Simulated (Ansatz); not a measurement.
`[NH2][Sn]([NH2])([F])[F]`, 9 atoms. The species carries charge 0 and has multiplicity 1. Correlated methods include outer-core shells of Sn, which these sets cover unevenly. Sn takes the def2 core potential. All runs use 4 threads of an Arm Neoverse V1 on a shared host. Correlated methods freeze the cores.

Q: How many basis functions does each run have, and how long does it take in Ansatz? RKS r2SCAN-D4/def2-TZVPP energy and forces; RKS PBE0-D4/def2-TZVP relaxation (7 steps); direct RPA on PBE orbitals/def2-TZVPP energy; RKS HSE06 (plane-wave form)-D4/def2-TZVPP energy; RHF-MP2/def2-QZVPP energy; RKS PBE0-D4/def2-TZVP frequencies; RHF-CCSD(T)/def2-TZVPP energy; RKS ωB97M-V/def2-SVP energy; RKS CAM-B3LYP-D4/def2-TZVPP energy; RKS PBE0-D4/def2-SVP energy; RKS PBE-QIDH (frozen core)/def2-TZVPP energy; RKS PBE0-D4/def2-QZVPP energy. (Best estimate.)

A: Ansatz gave: Other jobs shared the machine, so times are rough.

```tsv
level	job	functions	wall time	peak host memory (GiB)
RKS PBE0-D4/def2-SVP	energy	102	1.1 s	0.21
RKS HSE06 (plane-wave form)-D4/def2-TZVPP	energy	230	2.9 s	0.57
RKS CAM-B3LYP-D4/def2-TZVPP	energy	230	3.1 s	0.6
RKS r2SCAN-D4/def2-TZVPP	energy and forces	230	4.3 s	0.3
RKS ωB97M-V/def2-SVP	energy	102	4.9 s	0.32
RKS PBE-QIDH (frozen core)/def2-TZVPP	energy	230	5.5 s	0.59
direct RPA on PBE orbitals/def2-TZVPP	energy	230	6.5 s	0.58
RKS PBE0-D4/def2-QZVPP	energy	430	7 s	1.3
RHF-MP2/def2-QZVPP	energy	430	18 s	2.1
RKS PBE0-D4/def2-TZVP	relaxation (7 steps)	198	26 s	0.49
RKS PBE0-D4/def2-TZVP	frequencies	198	2.2 min	0.49
RHF-CCSD(T)/def2-TZVPP	energy	230	4.2 min	4.8
```
